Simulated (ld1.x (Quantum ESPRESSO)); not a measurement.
# Reading a pseudo-wave (lead)

Columns: radius, all-electron u(r) and pseudo u(r) of the 5d shell (level -21.16 eV) of lead in the configuration [Xe] 4f14 5d10 6s2 6p2; PBEsol, scalar-relativistic, TM semilocal scheme, ld1.x (Quantum ESPRESSO) 7.5.

```
r (bohr)  all-electron  pseudo
   0.123        0.3001  0.0069
   0.245       -0.3272  0.0515
   0.368       -0.4641  0.1577
   0.490       -0.1190  0.3225
   0.613        0.3175  0.5232
   0.735        0.6574  0.7172
   0.858        0.8679  0.8705
   0.980        0.9645  0.9588
   1.103        0.9810  0.9818
   1.225        0.9467  0.9521
   1.348        0.8829  0.8883
   1.470        0.8057  0.8089
   1.593        0.7234  0.7245
   1.715        0.6429  0.6431
   1.838        0.5663  0.5664
   1.960        0.4965  0.4965
   2.083        0.4329  0.4329
   2.205        0.3766  0.3766
   2.328        0.3264  0.3264
   2.450        0.2827  0.2827
   2.573        0.2441  0.2441
   2.695        0.2108  0.2108
   2.818        0.1817  0.1817
   2.940        0.1566  0.1566
   3.063        0.1347  0.1347
   3.185        0.1160  0.1160
```

(1) How many radial nodes do the two functions have?

(2) At about which radius was the pseudo-wave matched?

(3) Where does each function peak?

(4) Is the pseudo-wave norm-conserving?

Results:

(1) The all-electron 5d function has n − l − 1 = 2; the pseudo-wave has 0, since the states of the same l below it are removed with the core.

(2) 1.95 bohr. The columns agree to 0.0005 from 1.72 bohr on; several derivatives are matched, so the curves merge somewhat inside the radius.

(3) Outermost all-electron maximum near 1.10 bohr, pseudo maximum near 1.10 bohr (to the table’s step).

(4) Yes: the TM semilocal scheme keeps the norm inside the radius equal to the all-electron one, which fixes the energy derivative of the logarithmic derivative at the level.
